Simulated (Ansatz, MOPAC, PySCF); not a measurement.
Potential energy curve for MgH, doublet.

UHF/LANL2DZ = PySCF 2.14.0 with unrestricted Hartree-Fock/LANL2DZ, with its core potentials past Ne; AM1, unrestricted, heats of formation (MOPAC); PM7, unrestricted, heats of formation (MOPAC); FCI = full CI/def2-SVP, frozen core (Ansatz, an electronic-structure program).

Energies relative to the lowest point of each curve near equilibrium, in kJ/mol; the last columns give the difference from FCI:

```json
[
 {"R / Å": "1.32", "UHF/LANL2DZ": "126.3", "AM1": "141.8", "PM7": "188.2", "FCI": "119.7", "UHF/LANL2DZ − FCI": "6.6", "AM1 − FCI": "22.1", "PM7 − FCI": "68.5"},
 {"R / Å": "1.40", "UHF/LANL2DZ": "74.0", "AM1": "84.8", "PM7": "102.8", "FCI": "69.5", "UHF/LANL2DZ − FCI": "4.5", "AM1 − FCI": "15.3", "PM7 − FCI": "33.3"},
 {"R / Å": "1.50", "UHF/LANL2DZ": "32.2", "AM1": "37.2", "PM7": "37.2", "FCI": "30.0", "UHF/LANL2DZ − FCI": "2.1", "AM1 − FCI": "7.2", "PM7 − FCI": "7.1"},
 {"R / Å": "1.57", "UHF/LANL2DZ": "14.7", "AM1": "16.7", "PM7": "12.4", "FCI": "13.7", "UHF/LANL2DZ − FCI": "1.0", "AM1 − FCI": "3.0", "PM7 − FCI": "-1.3"},
 {"R / Å": "1.65", "UHF/LANL2DZ": "3.7", "AM1": "3.7", "PM7": "0.7", "FCI": "3.5", "UHF/LANL2DZ − FCI": "0.2", "AM1 − FCI": "0.3", "PM7 − FCI": "-2.8"},
 {"R / Å": "1.68", "UHF/LANL2DZ": "1.6", "AM1": "1.4", "PM7": "0.0", "FCI": "1.5", "UHF/LANL2DZ − FCI": "0.0", "AM1 − FCI": "-0.2", "PM7 − FCI": "-1.5"},
 {"R / Å": "1.74", "UHF/LANL2DZ": "0.0", "AM1": "0.0", "PM7": "3.7", "FCI": "0.0", "UHF/LANL2DZ − FCI": "0.0", "AM1 − FCI": "0.0", "PM7 − FCI": "3.7"},
 {"R / Å": "1.77", "UHF/LANL2DZ": "0.4", "AM1": "0.8", "PM7": "7.7", "FCI": "0.3", "UHF/LANL2DZ − FCI": "0.1", "AM1 − FCI": "0.6", "PM7 − FCI": "7.4"},
 {"R / Å": "1.84", "UHF/LANL2DZ": "3.7", "AM1": "6.1", "PM7": "21.7", "FCI": "3.2", "UHF/LANL2DZ − FCI": "0.6", "AM1 − FCI": "2.9", "PM7 − FCI": "18.5"},
 {"R / Å": "1.90", "UHF/LANL2DZ": "8.8", "AM1": "13.6", "PM7": "37.8", "FCI": "7.6", "UHF/LANL2DZ − FCI": "1.2", "AM1 − FCI": "6.0", "PM7 − FCI": "30.2"},
 {"R / Å": "2.02", "UHF/LANL2DZ": "23.0", "AM1": "34.1", "PM7": "77.7", "FCI": "20.1", "UHF/LANL2DZ − FCI": "2.9", "AM1 − FCI": "14.0", "PM7 − FCI": "57.7"},
 {"R / Å": "2.13", "UHF/LANL2DZ": "38.5", "AM1": "55.3", "PM7": "118.4", "FCI": "34.0", "UHF/LANL2DZ − FCI": "4.5", "AM1 − FCI": "21.3", "PM7 − FCI": "84.4"},
 {"R / Å": "2.37", "UHF/LANL2DZ": "69.8", "AM1": "93.5", "PM7": "193.2", "FCI": "65.9", "UHF/LANL2DZ − FCI": "4.0", "AM1 − FCI": "27.7", "PM7 − FCI": "127.3"},
 {"R / Å": "2.65", "UHF/LANL2DZ": "93.0", "AM1": "118.4", "PM7": "—", "FCI": "95.2", "UHF/LANL2DZ − FCI": "-2.2", "AM1 − FCI": "23.2", "PM7 − FCI": "—"},
 {"R / Å": "2.90", "UHF/LANL2DZ": "103.5", "AM1": "129.8", "PM7": "—", "FCI": "109.8", "UHF/LANL2DZ − FCI": "-6.3", "AM1 − FCI": "20.1", "PM7 − FCI": "—"},
 {"R / Å": "3.11", "UHF/LANL2DZ": "107.9", "AM1": "135.4", "PM7": "—", "FCI": "115.4", "UHF/LANL2DZ − FCI": "-7.5", "AM1 − FCI": "20.0", "PM7 − FCI": "—"},
 {"R / Å": "3.48", "UHF/LANL2DZ": "111.0", "AM1": "140.4", "PM7": "—", "FCI": "118.4", "UHF/LANL2DZ − FCI": "-7.5", "AM1 − FCI": "22.0", "PM7 − FCI": "—"},
 {"R / Å": "3.85", "UHF/LANL2DZ": "111.6", "AM1": "142.4", "PM7": "—", "FCI": "118.8", "UHF/LANL2DZ − FCI": "-7.2", "AM1 − FCI": "23.7", "PM7 − FCI": "—"},
 {"R / Å": "4.20", "UHF/LANL2DZ": "111.6", "AM1": "143.2", "PM7": "—", "FCI": "118.7", "UHF/LANL2DZ − FCI": "-7.0", "AM1 − FCI": "24.5", "PM7 − FCI": "—"},
 {"R / Å": "4.77", "UHF/LANL2DZ": "111.7", "AM1": "143.6", "PM7": "—", "FCI": "118.6", "UHF/LANL2DZ − FCI": "-6.9", "AM1 − FCI": "25.0", "PM7 − FCI": "—"},
 {"R / Å": "5.31", "UHF/LANL2DZ": "111.8", "AM1": "143.6", "PM7": "—", "FCI": "118.5", "UHF/LANL2DZ − FCI": "-6.8", "AM1 − FCI": "25.1", "PM7 − FCI": "—"},
 {"R / Å": "6.11", "UHF/LANL2DZ": "111.9", "AM1": "143.6", "PM7": "—", "FCI": "118.6", "UHF/LANL2DZ − FCI": "-6.6", "AM1 − FCI": "25.1", "PM7 − FCI": "—"},
 {"R / Å": "6.88", "UHF/LANL2DZ": "112.0", "AM1": "143.6", "PM7": "—", "FCI": "118.6", "UHF/LANL2DZ − FCI": "-6.6", "AM1 − FCI": "25.0", "PM7 − FCI": "—"}
]
```

UHF/LANL2DZ is furthest from FCI at 3.48 (-7.5 kJ/mol, below); its mean absolute difference over the points is 4.0 kJ/mol.

AM1 is furthest from FCI at 2.37 (27.7 kJ/mol, above); its mean absolute difference over the points is 15.4 kJ/mol.

PM7 is furthest from FCI at 2.37 (127.3 kJ/mol, above); its mean absolute difference over the points is 34.1 kJ/mol.

Dashes: no converged value, or the column stops at the first point that the program doubted or that broke a chosen test of continuity, which isn't proof of a fault.

The unrestricted determinant behind UHF/LANL2DZ is spin-contaminated at 2.37 to 3.11 Å (<S²> up to 0.9, against 0.75 for a pure doublet).
